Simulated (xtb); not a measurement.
COS, triplet, geometry from GFN2-xTB (a higher spin typed on purpose: for a closed-shell molecule this is an excited state).

Input for xtb:
```
$ xtb mol.xyz --gfn 2 --uhf 2 --vipea --json

# file mol.xyz
3

O     -1.61038921    -0.05734526    -0.06614538
C     -0.58674147     0.48825900     0.14288258
S      1.02522266    -0.15442449    -0.02050827
```

### Question
Give the vertical ionisation energy (with the method's empirical shift) at the level xtb with GFN2-xTB.

### Answer
8.46 eV

### Question
What vertical electron affinity (with the method's empirical shift) does GFN2-xTB give?

### Answer
3.26 eV
